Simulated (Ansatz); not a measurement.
Reaction (ligand exchange at the Al–N bond): `[SiH3][N]([SiH3])[AlH][Cl]` + `N[SiH3]` → `[SiH3][NH][AlH][Cl]` + `[SiH3]N[SiH3]`

Program: Ansatz. Geometries: PBE0-D4/def2-TZVP. ΔE: electronic, gas phase. CCSD(T)/CBS adds triple-zeta CCSD(T) − MP2 to the extrapolated MP2 energy (def2 sets, frozen cores). This one scheme is used for every species. DFT in def2-TZVPP. B3LYP here is the variant with VWN-RPA as its local correlation; programs differ in this. HSE06 is defined as in plane-wave codes. Each species was taken in one conformer, which may not be the lowest.

```tsv
level	ΔE (kJ/mol)	difference from CCSD(T)/CBS
revPBE-D4	2.6	1.2
r2SCANh-D4	1.2	-0.2
r2SCAN0-D4	1.2	-0.2
B2PLYP	-3.5	-4.9
revPBE	-4.6	-6.0
B3LYP	-7.3	-8.7
HSE06	-1.7	-3.1
RPA@PBE/def2-TZVPP	0.8	-0.6
CCSD(T)/def2-TZVPP	1.1	-0.3
CCSD/CBS(def2)	-0.5	-1.9
CCSD(T)/CBS	1.4	0
```

Largest T1 diagnostic among the species: 0.011.

The D4 term adds +6.8 kJ/mol with B3LYP and +3.7 kJ/mol with PBE0; it sums over pairs of atoms, weighted by their polarisabilities, and B3LYP, whose exchange is more repulsive, gets the larger term. Leaving LDA and LC-ωPBE aside and taking each functional with its dispersion term where it has one, the values spread over 6.2 kJ/mol, from B2PLYP to revPBE-D4. LDA lies +4.4 kJ/mol from PBE without D4.
